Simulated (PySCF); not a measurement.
Species: C₅H₈BF₃O₂.
SMILES with atom numbers: `[F:1][C:2]([F:3])([F:4])[CH2:5][C@H:6]1[CH2:7][CH2:8][O:9][BH:10][O:11]1` (hydrogens: H12, H13 on C5; H14 on C6; H15, H16 on C7; H17, H18 on C8; H19 on B10)

Structure used (PBE0-D3(BJ)/def2-SVP), in Å, numbered top down from 1:
```
atom  x, y, z in Å
F1     3.7494   -0.4112   -0.3904
C2     2.5831   -0.5937    0.2418
F3     2.3774   -1.9033    0.3322
F4     2.7287   -0.1220    1.4898
C5     1.4791    0.1338   -0.4838
C6     0.1293    0.0840    0.2076
C7    -0.8686    1.0523   -0.4101
C8    -2.2370    0.8413    0.2084
O9    -2.6364   -0.5101    0.1315
B10   -1.7015   -1.4930    0.1071
O11   -0.3644   -1.2404    0.1502
H12    1.3998   -0.2880   -1.4966
H13    1.8079    1.1792   -0.5774
H14    0.2739    0.3491    1.2714
H15   -0.9208    0.8744   -1.4983
H16   -0.5382    2.0919   -0.2610
H17   -2.9987    1.4492   -0.3034
H18   -2.2293    1.1533    1.2683
H19   -2.0666   -2.6381    0.0372
```

All values: PBE0/pcSseg-1 (PySCF, non-relativistic), on one gas-phase PBE0-D3(BJ)/def2-SVP geometry that isn't relaxed in the solvent. The solvent is an IEF-PCM continuum (Bondi radii, 1.10 Å for H, scaled by 1.2). Only the electrostatic response of the medium enters.

Gas phase at PBE0/pcSseg-1: HOMO -8.66 eV, LUMO 0.58 eV, dipole 3.99 D.

Question: What does the continuum do to the energy, the frontier levels and the dipole at PBE0/pcSseg-1 in chloroform?

Answer: 
```csv
solvent,ε,E(solvent) − E(gas) (kcal/mol),polarisation term (kcal/mol),distortion of the solute (kcal/mol),HOMO (eV),LUMO (eV),dipole (D)
chloroform,4.711,-5.01,-5.64,0.63,-8.51,0.72,4.79
```

The first energy column is the sum of the next two and covers electrostatics alone.

Question: Which radius a makes the point-dipole formula ΔE = −[(ε − 1)/(2ε + 1)]·μ²/a³ give the value in chloroform, with the gas-phase dipole?

Answer: μ = 1.568 au and |ΔE| = 0.00798 Eh give a = 2.53 Å; the farthest nucleus lies 3.79 Å from the centroid of the nuclei, so such a sphere wouldn't even hold the nuclei. The formula assumes a rigid point dipole at the centre of a sphere.

Question: Give the dipole vector in the frame of the coordinates (D, pointing from negative to positive charge), gas and chloroform.

Answer: Gas (-0.89, 3.77, -0.92), solvent (-0.88, 4.58, -1.08). Its length changes by +20 % and its direction by 2°.

Question: Which ESP-fitted charges (PBE0/pcSseg-1) respond most in chloroform (means over atoms taken as equivalent)?

Answer: 
| atoms | environment | gas (e) | solvent (e) | change |
| --- | --- | --- | --- | --- |
| O11 | boron-bound oxygen | -0.592 | -0.626 | -0.034 |
| O9 | boron-bound oxygen | -0.571 | -0.602 | -0.031 |
| B10 | three-coordinate boron | +0.651 | +0.673 | +0.022 |
| C7 | ring CH2 carbon | -0.524 | -0.509 | +0.015 |
| H19 | B–H hydrogen | -0.136 | -0.150 | -0.014 |
| H13 | methylene hydrogen | +0.226 | +0.239 | +0.013 |
| C6 | sp3 carbon bound to oxygen | +0.790 | +0.802 | +0.012 |
| H16 | methylene hydrogen | +0.102 | +0.113 | +0.011 |
